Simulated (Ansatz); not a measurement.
Consider the ligand exchange at a Ti–Cl bond: `C#[C][Ti]([OH])([F])[Cl]` + H–F → `C#[C][Ti]([OH])([F])[F]` + HCl.

Gas-phase electronic energies from Ansatz, PBE0-D4/def2-TZVP geometries. CCSD(T)/CBS adds triple-zeta CCSD(T) − MP2 to the extrapolated MP2 energy (def2 sets, frozen cores). This one scheme is used for every species. Functionals use def2-TZVPP. HSE06 is defined as in plane-wave codes. For Ti outer-core shells are correlated without core-valence functions, which leaves a few kJ/mol of doubt a bond. Scalar relativity is left out up to krypton. Each species was taken in one conformer, which may not be the lowest.

| level | ΔE (kJ/mol) | difference from CCSD(T)/CBS |
| --- | --- | --- |
| revPBE-D4 | -20.9 | -8.9 |
| BLYP-D4 | -24.2 | -12.2 |
| B97M-V | -23.2 | -11.2 |
| r2SCANh-D4 | -20.7 | -8.7 |
| HSE06-D4 | -16.9 | -4.9 |
| BHLYP-D4 | -19.4 | -7.4 |
| CAM-B3LYP-D4 | -29.2 | -17.2 |
| PBE | -24.9 | -12.9 |
| PBE0 | -20.5 | -8.5 |
| HF/def2-SVP | -33.6 | -21.6 |
| CCSD(T)/def2-SVP | -34.3 | -22.3 |
| MP2/def2-TZVPP | -8.7 | 3.3 |
| CCSD/def2-TZVPP | -23.7 | -11.7 |
| CCSD(T)/def2-TZVPP | -18.4 | -6.4 |
| HF/CBS(def2) | -28.6 | -16.6 |
| CCSD/CBS(def2) | -17.4 | -5.4 |
| CCSD(T)/CBS | -12.0 | 0 |

Largest T1 diagnostic among the species: 0.024, so the coupled-cluster value is less sure than usual.

From r2SCAN to r2SCAN0 (25 % exact exchange), in def2-TZVPP and without D4, ΔE moves by +4.0 kJ/mol. Leaving LDA and LC-ωPBE aside and taking each functional with its dispersion term where it has one, the values, not all of them listed here, spread over 15.8 kJ/mol, from ωB97X-V to PBE-QIDH. LDA lies +3.4 kJ/mol from PBE without D4. At CCSD(T), def2-SVP lies −22.3 kJ/mol from the extrapolated value and def2-TZVPP −6.4 kJ/mol.

CCSD(T)/CBS has its own doubt, a few kJ/mol and more with outer-core shells, so smaller differences from it don't rank the levels.
